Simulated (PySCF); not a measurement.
Structure problem from calculated spectra and properties.

Formula: C6H6FP.

- UV, first state: lowest singlet excitation: 4.66 eV (266 nm, f = 0.007) [TDDFT CAM-B3LYP/def2-SVPD]
- Dipole: 2.78 D [CAM-B3LYP/def2-SVPD]
- NMR, other nuclei: isotropic shieldings of nuclei other than C and H, by class: 253 (1 F), 138 (1 P) ppm [GIAO PBE0/pcSseg-1]
- Polarisability: 94.6 au [CAM-B3LYP/def2-SVPD]
- 13C NMR: chemical shifts (computed TMS as zero) by class: 208.4 (1 C), 181.0 (1 C), 137.2 (1 C), 135.7 (1 C), 124.3 (1 C), 26.7 (1 C) ppm [GIAO PBE0/pcSseg-1]
- Rotational structure: rotational constants A, B, C: 3.023, 1.524, 1.020 GHz [PBE0-D3(BJ)/def2-SVP]
- Triplet: lowest triplet excitation (Tamm–Dancoff): 3.10 eV [TDA CAM-B3LYP/def2-SVPD]
- 1H NMR: chemical shifts (computed TMS as zero) by class: 7.64 (1 H), 7.58 (1 H), 7.40 (1 H), 2.76 (3 H) ppm [GIAO PBE0/pcSseg-1]
- Valence photoelectron: vertical ionisation energy: 8.95 eV [ΔSCF CAM-B3LYP/def2-SVPD]
- UV, strongest line: among the 10 lowest singlet transitions: S6 at 6.31 eV (196 nm, f = 0.374) [TDDFT CAM-B3LYP/def2-SVPD]

Electronic properties: PySCF, gas phase, density fitting. Levels stand in brackets. Isolated species at its PBE0-D3(BJ)/def2-SVP geometry, gas phase. Each NMR value is the plain mean over a class of atoms that symmetry, rotation or inversion makes alike.

Question: Give a SMILES that accounts for the data.

Answer: Numbering: `[CH3:1][c:2]1[cH:3][cH:4][cH:5][c:6]([F:7])[p:8]1`. 6 carbons fall into 6 classes; from least to most shielded: aromatic C–F carbon [C6] (208.4 ppm), substituted aromatic carbon [C2] (181.0 ppm), aromatic CH carbon [C4] (137.2 ppm), aromatic CH carbon [C3] (135.7 ppm), aromatic CH carbon [C5] (124.3 ppm), benzylic-type carbon [C1] (26.7 ppm). Hydrogen classes from least to most shielded: 1 H on an aromatic CH carbon, C3 (7.64 ppm), 1 H on an aromatic CH carbon, C4 (7.58 ppm), 1 H on an aromatic CH carbon, C5 (7.40 ppm), 3 H on a benzylic-type carbon, C1 (2.76 ppm). The other shieldings belong to: 253 ppm, aryl fluorine [F7]; 138 ppm, phosphorus bonded to 2 C [P8]. The first electron is taken from the HOMO, whose largest Löwdin shares are 0.32 on the phosphorus bonded to 2 C, 0.16 on an aromatic CH carbon, 0.16 on the aromatic C–F carbon and 0.12 on the substituted aromatic carbon. The optimised geometry has point group Cs and is an asymmetric top. Structure: `Cc1cccc(F)p1`. Computed isomers that give other values at the same levels: `Cc1ccc(F)pc1` (rotational constant A: 3.552 GHz; this holds for the one conformer computed). The assignments are read from this structure; whether some other isomer fits the data as well wasn't checked.
